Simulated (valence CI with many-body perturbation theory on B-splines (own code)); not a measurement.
Zr XXXVI: calculated level list

Calculated by configuration interaction combined with many-body perturbation theory (CI+MBPT): three valence electrons over a frozen Dirac-Fock core [He], a basis of 11 s, 11 p, 10 d, 8 f, 5 g, 2 h functions for each j, with the one-electron correlation potential Σ1 (screened to all orders), the two-electron term Σ2, the three-electron term Σ3, Breit, model QED; selected single and double excitations, second order for the rest, scaled by the run's own slope (own B-spline code, finite nucleus).

The last digits are not significant, and no measured levels were compared; by estimate large intervals hold to a few tenths of a per cent, small ones and those within an open d or f shell to about a per cent.

Levels 91 to 135 of 211, with energies above the lowest level, (2s^2 2p1/2) J=1/2. "Leading %" is the weight of the configuration and term that name the level; weights of strongly mixed levels are sums over their largest components and can fall short. In the jj column 3d3/2^4 stands for four electrons in 3d with j = 3/2. Lifetimes count E1, E2, E3, M1 and M2 decay at the calculated energies, and are blank where another channel may lead or the interval is too uncertain; long ones can be off by a factor of two.

| No. | Configuration | Term | J | E (eV) | Leading % | Leading jj | Second component | Lifetime |
| --- | --- | --- | --- | --- | --- | --- | --- | --- |
| 91 | 2p2.3p | 2P° | 1/2 | 3044.4 | 83 | 2p1/2 2p3/2 3p3/2 (95 %) | 8 % 2p2.3p 2S° | 29.6 fs |
| 92 | 2p2.3d | 4F | 7/2 | 3044.8 | 66 | 2p1/2 2p3/2 3d5/2 (84 %) | 24 % 2p2.3d 4D | 258 fs |
| 93 | 2p2.3d | 2F | 7/2 | 3049.0 | 43 | 2p1/2 2p3/2 3d3/2 (72 %) | 27 % 2p2.3d 4D | 4.31 ps |
| 94 | 2p2.3d | 4P | 5/2 | 3051.7 | 41 | 2p1/2 2p3/2 3d5/2 (61 %) | 28 % 2p2.3d 2F | 9.43 fs |
| 95 | 2p2.3d | 4D | 3/2 | 3053.5 | 40 | 2p1/2 2p3/2 3d5/2 (80 %) | 25 % 2p2.3d 2P | 15.6 fs |
| 96 | 2p2.3s | 4P | 5/2 | 3056.1 | 38 | 2p3/2^2 3s (66 %) | 29 % 2p2.3s 2D | 24.3 fs |
| 97 | 2p2.3d | 2G | 9/2 | 3056.7 | 53 | 2p1/2 2p3/2 3d5/2 (98 %) | 47 % 2p2.3d 4F | 4.63 ps |
| 98 | 2p2.3d | 4D | 5/2 | 3062.0 | 36 | 2p1/2 2p3/2 3d3/2 (60 %) | 24 % 2p2.3d 2D | 8.05 fs |
| 99 | 2p2.3d | 4P | 3/2 | 3063.1 | 35 | 2p1/2 2p3/2 3d3/2 (70 %) | 24 % 2p2.3d 2P | 7.14 fs |
| 100 | 2p2.3s | 2P | 3/2 | 3063.8 | 41 | 2p3/2^2 3s (76 %) | 30 % 2p2.3s 2D | 23.9 fs |
| 101 | 2p2.3d | 4P | 1/2 | 3065.5 | 48 | 2p1/2 2p3/2 3d3/2 (93 %) | 29 % 2p2.3d 2S | 6.55 fs |
| 102 | 2p2.3d | 2F | 7/2 | 3072.0 | 54 | 2p1/2 2p3/2 3d5/2 (86 %) | 30 % 2p2.3d 2G | 6.62 fs |
| 103 | 2p2.3d | 2D | 5/2 | 3072.0 | 54 | 2p1/2 2p3/2 3d5/2 (72 %) | 17 % 2p2.3d 2F | 6.52 fs |
| 104 | 2p2.3d | 2D | 3/2 | 3074.5 | 66 | 2p1/2 2p3/2 3d5/2 (94 %) | 22 % 2p2.3d 2P | 9.09 fs |
| 105 | 2p2.3d | 2P | 1/2 | 3075.7 | 72 | 2p1/2 2p3/2 3d5/2 (89 %) | 20 % 2p2.3d 2S | 7.48 fs |
| 106 | 2p2.3p | 2P° | 3/2 | 3095.7 | 27 | 2p3/2^2 3p1/2 (96 %) | 23 % 2p2.3p 2D° | 24.4 fs |
| 107 | 2p2.3s | 2S | 1/2 | 3097.6 | 73 | 2p3/2^2 3s (92 %) | 13 % 2p2.3s 4P | 83.0 fs |
| 108 | 2p2.3p | 2D° | 5/2 | 3098.6 | 51 | 2p3/2^2 3p1/2 (95 %) | 23 % 2p2.3p 2F° | 23.0 fs |
| 109 | 2p2.3p | 2D° | 5/2 | 3114.2 | 54 | 2p3/2^2 3p3/2 (99 %) | 33 % 2p2.3p 4P° | 29.5 fs |
| 110 | 2p2.3p | 2P° | 1/2 | 3114.8 | 61 | 2p3/2^2 3p3/2 (91 %) | 29 % 2p2.3p 2S° | 26.6 fs |
| 111 | 2p2.3p | 4D° | 7/2 | 3115.0 | 54 | 2p3/2^2 3p3/2 (98 %) | 46 % 2p2.3p 2F° | 33.0 fs |
| 112 | 2p2.3p | 2P° | 1/2 | 3135.5 | 87 | 2p3/2^2 3p1/2 (90 %) | 7 % 2p2.3p 4D° | 24.2 fs |
| 113 | 2p2.3p | 2P° | 3/2 | 3140.5 | 63 | 2p3/2^2 3p3/2 (98 %) | 17 % 2p2.3p 2D° | 27.2 fs |
| 114 | 2p2.3d | 2F | 7/2 | 3149.2 | 51 | 2p3/2^2 3d5/2 (98 %) | 38 % 2p2.3d 4D | 226 fs |
| 115 | 2p2.3d | 4F | 9/2 | 3151.0 | 53 | 2p3/2^2 3d5/2 (98 %) | 47 % 2p2.3d 2G | 3.90 ps |
| 116 | 2p2.3d | 2D | 3/2 | 3151.3 | 44 | 2p3/2^2 3d3/2 (96 %) | 20 % 2p2.3d 4P | 8.95 fs |
| 117 | 2p2.3d | 2D | 5/2 | 3151.6 | 30 | 2p3/2^2 3d3/2 (84 %) | 26 % 2p2.3d 4D | 8.74 fs |
| 118 | 2p2.3d | 2P | 1/2 | 3151.9 | 72 | 2p3/2^2 3d3/2 (58 %) | 14 % 2p2.3d 4P | 15.0 fs |
| 119 | 2p2.3d | 2F | 7/2 | 3155.1 | 50 | 2p3/2^2 3d3/2 (97 %) | 34 % 2p2.3d 2G | 7.58 fs |
| 120 | 2p2.3p | 2P° | 3/2 | 3158.8 | 73 | 2p3/2^2 3p3/2 (96 %) | 10 % 2p2.3p 2D° | 28.0 fs |
| 121 | 2p2.3d | 2S | 1/2 | 3164.1 | 50 | 2p3/2^2 3d5/2 (57 %) | 32 % 2p2.3d 4P | 8.05 fs |
| 122 | 2p2.3d | 2P | 3/2 | 3170.5 | 58 | 2p3/2^2 3d5/2 (89 %) | 16 % 2p2.3d 4P | 6.95 fs |
| 123 | 2p2.3d | 2D | 5/2 | 3172.9 | 63 | 2p3/2^2 3d5/2 (88 %) | 26 % 2p2.3d 2F | 6.72 fs |
| 124 | 2p2.3d | 2D | 3/2 | 3193.8 | 86 | 2p3/2^2 3d3/2 (90 %) | 6 % 2p2.3d 4F | 7.04 fs |
| 125 | 2p2.3d | 2D | 5/2 | 3196.3 | 74 | 2p3/2^2 3d5/2 (94 %) | 10 % 2p2.3d 2F | 9.61 fs |
| 126 | 2s2.4s | 2S | 1/2 | 3589.4 | 97 | 2s^2 4s (97 %) |  | 89.7 fs |
| 127 | 2s2.4p | 2P° | 1/2 | 3605.1 | 97 | 2s^2 4p1/2 (97 %) |  | 151 fs |
| 128 | 2s2.4p | 2P° | 3/2 | 3616.7 | 97 | 2s^2 4p3/2 (97 %) |  | 167 fs |
| 129 | 2s2.4d | 2D | 3/2 | 3629.0 | 97 | 2s^2 4d3/2 (97 %) |  | 18.6 fs |
| 130 | 2s2.4d | 2D | 5/2 | 3632.5 | 97 | 2s^2 4d5/2 (97 %) |  | 19.3 fs |
| 131 | 2s2.4f | 2F° | 5/2 | 3639.7 | 97 | 2s^2 4f5/2 (97 %) |  | 41.4 fs |
| 132 | 2s2.4f | 2F° | 7/2 | 3641.3 | 97 | 2s^2 4f7/2 (97 %) |  | 41.7 fs |
| 133 | 2s.2p.4s | 4P° | 1/2 | 3661.9 | 80 | 2s 2p1/2 4s (100 %) | 20 % 2s.2p.4s 2P° | 97.6 fs |
| 134 | 2s.2p.4s | 4P° | 3/2 | 3674.5 | 72 | 2s 2p1/2 4s (94 %) | 27 % 2s.2p.4s 2P° | 89.1 fs |
| 135 | 2s.2p.4p | 4D | 1/2 | 3675.9 | 68 | 2s 2p1/2 4p1/2 (100 %) | 21 % 2s.2p.4p 2P | 76.6 fs |

Where two levels of one J and parity lie close, their mixing, g and order are uncertain.
